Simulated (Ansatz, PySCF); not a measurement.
Spin gap between two states, R1 and P1; the higher of the two is an excited state, each structure at its B3LYP-D3(BJ)/def2-TZVP stationary point, reached from a drawn start (curvature not checked).
R1, SiH2 (SMILES [SiH2]) (charge 0, multiplicity 1, Z-matrix in Å and degrees):
```
Si
H 1 1.5232
H 1 1.5232 2 91.47
```
P1, SiH2 (SMILES [SiH2]) (charge 0, multiplicity 3, Z-matrix in Å and degrees):
```
Si
H 1 1.4847
H 1 1.4847 2 118.45
```

```json
[
 {"level": "HF/cc-pV(T+d)Z", "spin gap (kcal/mol)": "4.15", "minus CCSD(T)/CBS(cc-pV(T+d)Z, cc-pV(Q+d)Z)": "-16.32"},
 {"level": "HF/cc-pV(Q+d)Z", "spin gap (kcal/mol)": "3.95", "minus CCSD(T)/CBS(cc-pV(T+d)Z, cc-pV(Q+d)Z)": "-16.52"},
 {"level": "SVWN5/def2-TZVPP", "spin gap (kcal/mol)": "19.02", "minus CCSD(T)/CBS(cc-pV(T+d)Z, cc-pV(Q+d)Z)": "-1.46"},
 {"level": "PBE-D3(BJ)/def2-TZVPP", "spin gap (kcal/mol)": "16.16", "minus CCSD(T)/CBS(cc-pV(T+d)Z, cc-pV(Q+d)Z)": "-4.32"},
 {"level": "r2SCAN-D3(BJ)/def2-TZVPP", "spin gap (kcal/mol)": "10.77", "minus CCSD(T)/CBS(cc-pV(T+d)Z, cc-pV(Q+d)Z)": "-9.70"},
 {"level": "B3LYP/def2-TZVPP", "spin gap (kcal/mol)": "20.49", "minus CCSD(T)/CBS(cc-pV(T+d)Z, cc-pV(Q+d)Z)": "0.01"},
 {"level": "BHLYP/def2-TZVPP", "spin gap (kcal/mol)": "19.34", "minus CCSD(T)/CBS(cc-pV(T+d)Z, cc-pV(Q+d)Z)": "-1.13"},
 {"level": "BHLYP-D3(BJ)/def2-TZVPP", "spin gap (kcal/mol)": "19.35", "minus CCSD(T)/CBS(cc-pV(T+d)Z, cc-pV(Q+d)Z)": "-1.12"},
 {"level": "M06-2X/def2-TZVPP", "spin gap (kcal/mol)": "19.00", "minus CCSD(T)/CBS(cc-pV(T+d)Z, cc-pV(Q+d)Z)": "-1.48"},
 {"level": "CAM-B3LYP-D3(BJ)/def2-TZVPP", "spin gap (kcal/mol)": "19.87", "minus CCSD(T)/CBS(cc-pV(T+d)Z, cc-pV(Q+d)Z)": "-0.60"},
 {"level": "CAM-B3LYP-D4/def2-TZVPP", "spin gap (kcal/mol)": "19.87", "minus CCSD(T)/CBS(cc-pV(T+d)Z, cc-pV(Q+d)Z)": "-0.60"},
 {"level": "wB97X-V/def2-TZVPP", "spin gap (kcal/mol)": "21.68", "minus CCSD(T)/CBS(cc-pV(T+d)Z, cc-pV(Q+d)Z)": "1.21"},
 {"level": "wB97M-V/def2-TZVPP", "spin gap (kcal/mol)": "24.18", "minus CCSD(T)/CBS(cc-pV(T+d)Z, cc-pV(Q+d)Z)": "3.70"},
 {"level": "B2PLYP/def2-TZVPP", "spin gap (kcal/mol)": "19.85", "minus CCSD(T)/CBS(cc-pV(T+d)Z, cc-pV(Q+d)Z)": "-0.62"},
 {"level": "B2PLYP-D3(BJ)/def2-TZVPP", "spin gap (kcal/mol)": "19.86", "minus CCSD(T)/CBS(cc-pV(T+d)Z, cc-pV(Q+d)Z)": "-0.62"},
 {"level": "MP2/cc-pV(D+d)Z", "spin gap (kcal/mol)": "14.55", "minus CCSD(T)/CBS(cc-pV(T+d)Z, cc-pV(Q+d)Z)": "-5.93"},
 {"level": "MP2/CBS(cc-pV(T+d)Z, cc-pV(Q+d)Z)", "spin gap (kcal/mol)": "17.68", "minus CCSD(T)/CBS(cc-pV(T+d)Z, cc-pV(Q+d)Z)": "-2.79"},
 {"level": "CCSD(T)/cc-pV(T+d)Z", "spin gap (kcal/mol)": "20.14", "minus CCSD(T)/CBS(cc-pV(T+d)Z, cc-pV(Q+d)Z)": "-0.34"},
 {"level": "CCSD(T)/cc-pV(Q+d)Z", "spin gap (kcal/mol)": "20.25", "minus CCSD(T)/CBS(cc-pV(T+d)Z, cc-pV(Q+d)Z)": "-0.23"},
 {"level": "CCSD(T)/CBS(cc-pV(T+d)Z, cc-pV(Q+d)Z)", "spin gap (kcal/mol)": "20.48", "minus CCSD(T)/CBS(cc-pV(T+d)Z, cc-pV(Q+d)Z)": "0.00"}
]
```

 The comparison column counts from a level with limits of its own.

P less R. No zero-point or thermal terms; singlets are restricted closed shells; open shells are unrestricted.

Correlated levels freeze the cores. CBS(a, b) extrapolates the correlation energy as X⁻³ and adds the Hartree–Fock energy of set b.

Codes used: Ansatz (a quantum-chemistry and plane-wave program); PySCF for M06-2X and the D3/D4 terms. No computed number here is a measurement.
